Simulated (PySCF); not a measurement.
# C$_{3}$H$_{5}$B: full NMR table

```yaml
Formula: C3H5B
SMILES: BC1=CC1
InChI: InChI=1S/C3H5B/c4-3-1-2-3/h1H,2,4H2
Point_group_of_the_computed_structure: C1
Carbon_signals: 3
Proton_signals: 3
```

Bonds (- single, = double, # triple, : aromatic): B1-C2 1.511 Å, C2=C3 1.311 Å, C3-C4 1.469 Å, C4-C2 1.544 Å. B1 carries H5, H6; C3 carries H7; C4 carries H8, H9.

One conformer, fast rotation and ring inversion assumed for equivalent nuclei, in vacuum, no relativistic terms. Structure optimised with PBE0-D3(BJ)/def2-SVP; J couplings at B3LYP/pcJ-1; GIAO PBE0/pcSseg-1 shieldings; PySCF 2.14.0 with density-fitted response routines.

References, each an isolated molecule treated in the same way: 1H and 13C vs TMS; 11B vs BF3·OEt2.

| carbon | δC, type | δH (multiplicity, J in Hz) | HMBC from (abs. J ≥ 3 Hz) | span of the C tensor (ppm) |
| --- | --- | --- | --- | --- |
| C2 | 136.3, C | – | H7, H5/H6 | 265 |
| C3 | 137.8, CH | 8.32 (t, 2.0) | H5/H6 | 280 |
| C4 | 21.3, CH2 | 1.75 (s) | H7 | 112 |

Other nuclei:
```csv
atoms,nucleus,environment,δ (ppm),σ (ppm)
H5/H6,1H,hydrogen on a boron bonded to C,7.60,23.67
B1,11B,"boron bonded to C, 2 H",74.3,26.4
```

Selected couplings (Hz, signed; the shortest-range and largest first, 30 at most; isotopes 13C, 1H, 11B): 1J(C3,H7) 244.1, 1J(C4,H8) 180.0, 1J(B1,H5) 143.3, 1J(B1,C2) 91.5, 1J(C2,C3) 62.1, 1J(C3,C4) 17.7, 2J(B1,C3) 1.3, 3J(B1,H7) 1.2, 4J(H5,H7) -2.0.

- δC 137.8: alkene CH; the olefinic region.
- δC 136.3: fully substituted alkene carbon; as expected for a trigonal carbon in a double bond.
- δC 21.3: three-membered-ring carbon; carbons of three-membered rings are unusually shielded.
- δH 8.32: hydrogen on an alkene CH.
- δH 1.75: hydrogen on a three-membered-ring carbon.

Hydrogens on boron are broadened and split by 11B (spin 3/2, 80 %) and 10B (spin 3). A carbon bonded to boron is broadened by the quadrupolar boron nucleus and is often missing from a measured spectrum. Splittings below 1 Hz are ignored in the labels, and close J values are merged. Unscaled 3J(H,H) at this level run about 10 % above measured values. Shifts are as computed. Against solution values, carbons near 30 ppm lie about +2 ppm off and those near 130 ppm about +5 ppm. Of 1211 compounds with measured shifts, 218 miss one by over three times the rms of a fit or turn the order of signals round; such compounds aren't used in these exercises.
